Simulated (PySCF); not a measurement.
Isomers of C4H6ClF3Si, mass 173.988 u with the commonest isotopes. Method used: CAM-B3LYP/def2-SVPD in PySCF (dipole) on a GFN2-xTB geometry, gas phase. One conformer each, none proved a minimum here; rigid rotors.

Problem. Order these by rotational constant B, largest first.
A. `[F:1][C:2]([F:3])([F:4])[C@@H:5]1[CH2:6][CH2:7][Si@@H:8]1[Cl:9]` with C2–C5–C6–C7 -106°, C5–C6–C7–Si8 -12°, C6–C7–Si8–Cl9 125°, C2–C5–Si8–C7 105°
B. `[CH2:1]=[CH:2][CH2:3][Si@@H:4]([F:5])[C:6]([F:7])([F:8])[Cl:9]` with C1–C2–C3–Si4 112°, C2–C3–Si4–F5 65°, C3–Si4–C6–F7 68°
C. `[F:1][C:2]([F:3])([F:4])[C@@H:5]1[CH2:6][CH2:7][Si@H:8]1[Cl:9]` with C2–C5–C6–C7 -128°, C5–C6–C7–Si8 10°, C6–C7–Si8–Cl9 -119°, C2–C5–Si8–C7 125°
D. `[CH2:1]=[C:2]([SiH2:3][CH2:4][Cl:5])[C:6]([F:7])([F:8])[F:9]` with C1–C2–Si3–C4 10°, C2–Si3–C4–Cl5 -67°

Solution. A (994.9 MHz), C (747.7 MHz), B (604.8 MHz), D (575.4 MHz).

Problem. Order these by out-of-plane moment Σ m c² = (Ia + Ib − Ic)/2, smallest first.
A. `[CH2:1]=[CH:2][CH2:3][Si@@H:4]([F:5])[C:6]([F:7])([F:8])[Cl:9]` with C1–C2–C3–Si4 112°, C2–C3–Si4–F5 65°, C3–Si4–C6–F7 68°
B. `[F:1][C:2]([F:3])([F:4])[C@@H:5]1[CH2:6][CH2:7][Si@@H:8]1[Cl:9]` with C2–C5–C6–C7 -106°, C5–C6–C7–Si8 -12°, C6–C7–Si8–Cl9 125°, C2–C5–Si8–C7 105°
C. `[CH2:1]=[C:2]([SiH2:3][CH2:4][Cl:5])[C:6]([F:7])([F:8])[F:9]` with C1–C2–Si3–C4 10°, C2–Si3–C4–Cl5 -67°
D. `[F:1][C:2]([F:3])([F:4])[C@@H:5]1[CH2:6][CH2:7][Si@H:8]1[Cl:9]` with C2–C5–C6–C7 -128°, C5–C6–C7–Si8 10°, C6–C7–Si8–Cl9 -119°, C2–C5–Si8–C7 125°

Solution. C (65.13 u·Å²), D (67.21 u·Å²), B (68.79 u·Å²), A (69.21 u·Å²).

Problem. Order these by dipole moment, smallest first.
A. `[F:1][C:2]([F:3])([F:4])[C@@H:5]1[CH2:6][CH2:7][Si@H:8]1[Cl:9]` with C2–C5–C6–C7 -128°, C5–C6–C7–Si8 10°, C6–C7–Si8–Cl9 -119°, C2–C5–Si8–C7 125°
B. `[F:1][C:2]([F:3])([F:4])[C@@H:5]1[CH2:6][CH2:7][Si@@H:8]1[Cl:9]` with C2–C5–C6–C7 -106°, C5–C6–C7–Si8 -12°, C6–C7–Si8–Cl9 125°, C2–C5–Si8–C7 105°
C. `[CH2:1]=[CH:2][CH2:3][Si@@H:4]([F:5])[C:6]([F:7])([F:8])[Cl:9]` with C1–C2–C3–Si4 112°, C2–C3–Si4–F5 65°, C3–Si4–C6–F7 68°
D. `[CH2:1]=[C:2]([SiH2:3][CH2:4][Cl:5])[C:6]([F:7])([F:8])[F:9]` with C1–C2–Si3–C4 10°, C2–Si3–C4–Cl5 -67°

Solution. D (2.34 D), A (2.62 D), C (2.84 D), B (3.33 D).

```json
{"SMILES": "FC(F)(F)[C@@H]1CC[Si@H]1Cl", "point group": "C1", "Ia (u·Å²)": "260.10", "Ib (u·Å²)": "675.93", "Ic (u·Å²)": "801.61", "κ": "-0.82", "μa (D)": "1.64", "μb (D)": "2.03", "μc (D)": "0.31"}
{"SMILES": "C=CC[Si@@H](F)C(F)(F)Cl", "point group": "C1", "Ia (u·Å²)": "226.75", "Ib (u·Å²)": "835.57", "Ic (u·Å²)": "923.89", "κ": "-0.93", "μa (D)": "2.68", "μb (D)": "0.55", "μc (D)": "0.77"}
{"SMILES": "FC(F)(F)[C@@H]1CC[Si@@H]1Cl", "point group": "C1", "Ia (u·Å²)": "303.97", "Ib (u·Å²)": "507.96", "Ic (u·Å²)": "674.36", "κ": "-0.46", "μa (D)": "1.35", "μb (D)": "2.86", "μc (D)": "1.04"}
{"SMILES": "C=C([SiH2]CCl)C(F)(F)F", "point group": "C1", "Ia (u·Å²)": "210.73", "Ib (u·Å²)": "878.26", "Ic (u·Å²)": "958.73", "κ": "-0.95", "μa (D)": "1.76", "μb (D)": "0.25", "μc (D)": "1.53"}
```
